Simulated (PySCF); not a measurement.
A search over the determinants of KBi

Unrestricted PBE0; basis K def2-SVP, Bi def2-SVP with ECP60; scalar-relativistic core potentials; PySCF 2.14. Outer shells of the fragments: K 4s1; Bi 5d10 6s2 6p3.

Followed along the bond (rough minima from three points):

```
2Ms+1  unpaired  ⟨S²⟩ at the start  R at minimum (Å)  Te (eV)
    3      π ↑↑               2.04              3.42     0.00
    1      π ↑↓               1.00              3.40     0.32
    3  σ ↑, π ↑               2.00              3.22     0.59
    1  σ ↓, π ↑               1.01              3.24     0.89
    1      none               0.00              3.39     1.17
```

Solutions found at the starting distance of 3.405 Å, counted from the lowest of them; the search is not exhaustive and high or unbound solutions are not listed, so other states can lie among these:

```json
{"2Ms+1": "3", "unpaired": "π ↑↑", "term": "³Σ⁻", "E (eV)": "0.00", "⟨S²⟩": "2.04", "⟨Lz²⟩": "0.00", "μ (D)": "-8.60"}
{"2Ms+1": "1", "unpaired": "π ↑↓", "term": "mixed", "E (eV)": "0.32", "⟨S²⟩": "1.00", "⟨Lz²⟩": "2.01", "μ (D)": "-8.96"}
{"2Ms+1": "3", "unpaired": "σ ↑, π ↑", "term": "³Π", "E (eV)": "0.63", "⟨S²⟩": "2.00", "⟨Lz²⟩": "1.01", "μ (D)": "-10.74"}
{"2Ms+1": "1", "unpaired": "σ ↓, π ↑", "term": "mixed", "E (eV)": "0.92", "⟨S²⟩": "1.01", "⟨Lz²⟩": "1.01", "μ (D)": "-10.52"}
{"2Ms+1": "1", "unpaired": "none", "term": "mixed", "E (eV)": "1.17", "⟨S²⟩": "0.00", "⟨Lz²⟩": "2.00", "μ (D)": "-8.90"}
{"2Ms+1": "5", "unpaired": "σ ↑↑, π ↑↑", "term": "⁵Σ⁻", "E (eV)": "1.34", "⟨S²⟩": "6.00", "⟨Lz²⟩": "0.00", "μ (D)": "3.02"}
{"2Ms+1": "3", "unpaired": "σ ↑↑, π ↑↓", "term": "mixed", "E (eV)": "2.02", "⟨S²⟩": "3.01", "⟨Lz²⟩": "2.01", "μ (D)": "3.15"}
{"2Ms+1": "1", "unpaired": "σ ↓↓, π ↑↑", "term": "mixed", "E (eV)": "2.04", "⟨S²⟩": "2.01", "⟨Lz²⟩": "0.00", "μ (D)": "3.30"}
{"2Ms+1": "3", "unpaired": "σ ↑, π ↑", "term": "³Π", "E (eV)": "2.65", "⟨S²⟩": "2.00", "⟨Lz²⟩": "1.00", "μ (D)": "3.43"}
{"2Ms+1": "1", "unpaired": "σ ↓, π ↑", "term": "mixed", "E (eV)": "2.67", "⟨S²⟩": "1.00", "⟨Lz²⟩": "1.00", "μ (D)": "3.63"}
```

A term symbol is given only where ⟨S²⟩ and ⟨Lz²⟩ are close to those of a pure state; real π, δ and φ orbitals otherwise mix terms. A positive dipole means K(−)Bi(+).

Spin–orbit coupling is left out, which matters for elements this heavy, above all for dissociation energies. Counting both spins, an empty level lies below a filled one in some of these solutions, because spin and occupation are held.
